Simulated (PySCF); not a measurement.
ethoxycyclopropane (C5H10O), SMILES C1(OCC)CC1. Atoms are numbered in the order given.

```xyz
16

C      2.6440    -0.0828    -0.3040
C      1.2226    -0.5187    -0.5768
O      0.3964    -0.0271     0.4622
C     -0.9393    -0.3685     0.2984
C     -1.9336     0.5591     0.9056
C     -1.7988     0.4824    -0.5992
H      3.3214    -0.4506    -1.0893
H      2.9863    -0.4737     0.6663
H      2.7090     1.0156    -0.2712
H      0.8703    -0.1346    -1.5571
H      1.1540    -1.6266    -0.6248
H     -1.1431    -1.4517     0.3279
H     -2.8231     0.1365     1.3811
H     -1.5176     1.4427     1.3980
H     -1.3017     1.3225    -1.0940
H     -2.5964     0.0077    -1.1789
```

The structure is a stationary point at r2SCAN-D4/def2-SVP. One conformer was computed; it need not be the lowest.

Two levels are set side by side: PBE/pcSseg-1 (PySCF) and PBE0/pcSseg-1 (PySCF). GIAO shifts against H2O (¹⁷O), TMS (¹H), TMS (¹³C) at the same level; non-relativistic, no solvent, atoms listed together averaged. Differences are taken from unrounded values.

```tsv
quantity	PBE0
δ(¹³C) of C1 (ppm)	19.4
δ(¹³C) of C2 (ppm)	70.4
δ(¹⁷O) of O3 (ppm)	67.7
δ(¹³C) of C4 (ppm)	56.4
δ(¹H) of H10, H11 (ppm)	3.59
δ(¹H) of H12 (ppm)	3.27
```

Q: What does PBE give, and how far is it from PBE0? (The exact figures need the calculation; the answer reports its results.)

A: 
```json
[
 {"quantity": "δ(¹³C) of C1 (ppm)", "PBE": "19.7", "PBE minus PBE0": "0.3"},
 {"quantity": "δ(¹³C) of C2 (ppm)", "PBE": "73.5", "PBE minus PBE0": "3.1"},
 {"quantity": "δ(¹⁷O) of O3 (ppm)", "PBE": "86.6", "PBE minus PBE0": "18.9"},
 {"quantity": "δ(¹³C) of C4 (ppm)", "PBE": "59.6", "PBE minus PBE0": "3.2"},
 {"quantity": "δ(¹H) of H10, H11 (ppm)", "PBE": "3.74", "PBE minus PBE0": "0.15"},
 {"quantity": "δ(¹H) of H12 (ppm)", "PBE": "3.41", "PBE minus PBE0": "0.14"}
]
```

Rough cost on one machine, each run with all the roots and properties that it gave: PBE0 against PBE within a factor of 2.
